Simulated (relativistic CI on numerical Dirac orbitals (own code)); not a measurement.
Tl XXVII: q coefficients and field-shift factors

Method of calculation: Dirac-Coulomb-Breit CI, separate exchange-only KLI orbitals for each configuration, derivatives by finite differences, unscaled Slater integrals, QED left out (own radial code, finite nucleus).

Configuration list (outside the closed core [Ar] 3d10 4p6 4d10): 4s²4f⁹, 4s4f¹⁰, 4f¹¹. Levels of other configurations are missing.

With x = (α/α₀)² − 1 an excitation energy changes as ω = ω₀ + qx; K = 2q/ω₀ is the relative enhancement. Terms are leading LS components, so labels can repeat. The field-shift factor is F = δν/δ⟨r²⟩ for the transition from the lowest level.

Lowest level 4s²4f⁹ ⁶H°15/2.

| Level | ω₀ (cm⁻¹) | q (cm⁻¹) | K | F (GHz/fm²) |
| --- | --- | --- | --- | --- |
| 4s²4f⁹ ⁴F°9/2 | 26781.1 | -2642 | -0.197 | 0.196 |
| 4s²4f⁹ ⁶F°11/2 | 27105.0 | 7401 | 0.546 | 0.715 |
| 4s²4f⁹ ⁶H°13/2 | 28179.3 | 33760 | 2.4 | 2.07 |
| 4s²4f⁹ ⁶H°11/2 | 42290.9 | 38320 | 1.81 | 2.49 |
| 4s²4f⁹ ⁶H°9/2 | 47659.2 | 39450 | 1.66 | 2.6 |
| 4s²4f⁹ ⁴D°3/2 | 47760.3 | -1276 | -0.0535 | 0.531 |
| 4s²4f⁹ ⁶F°7/2 | 50442.9 | 33170 | 1.32 | 2.32 |
| 4s²4f⁹ ²K°15/2 | 53757.4 | 12290 | 0.457 | 1.34 |
| 4s²4f⁹ ⁶H°7/2 | 53778.0 | 35120 | 1.31 | 2.46 |
| 4s²4f⁹ ⁶H°5/2 | 57605.8 | 31620 | 1.1 | 2.33 |
| 4s²4f⁹ ⁶F°5/2 | 61395.1 | 43520 | 1.42 | 2.98 |
| 4s²4f⁹ ⁶F°1/2 | 63204.1 | 36320 | 1.15 | 2.64 |
| 4s²4f⁹ ⁴K°17/2 | 69256.7 | 20260 | 0.585 | 1.98 |
| 4s²4f⁹ ⁴M°21/2 | 70259.6 | 23460 | 0.668 | 2.19 |
| 4s²4f⁹ ⁴L°19/2 | 73240.2 | 22300 | 0.609 | 2.15 |
| 4s²4f⁹ ⁴G°11/2 | 79072.4 | 49090 | 1.24 | 3.52 |
| 4s²4f⁹ ⁶F°9/2 | 79151.3 | 58150 | 1.47 | 3.97 |
| 4s²4f⁹ ⁴I°13/2 | 80518.6 | 31440 | 0.781 | 2.66 |
| 4s²4f⁹ ⁴P°5/2 | 82523.4 | 20060 | 0.486 | 2.08 |
| 4s²4f⁹ ⁶F°3/2 | 85513.3 | 44990 | 1.05 | 3.38 |
| 4s²4f⁹ ⁴D°7/2 | 87623.4 | 38550 | 0.88 | 3.08 |
| 4s²4f⁹ ⁴I°11/2 | 88230.3 | 28570 | 0.648 | 2.61 |
| 4s²4f⁹ ⁴F°9/2 | 93316.7 | 29490 | 0.632 | 2.72 |

At this charge energies of transitions that change n are usually good to better than 1 %, and those within a shell (Δn = 0) to a few per cent. Terms inside the open d or f shell come out 10 to 20 % too wide with unscaled integrals.
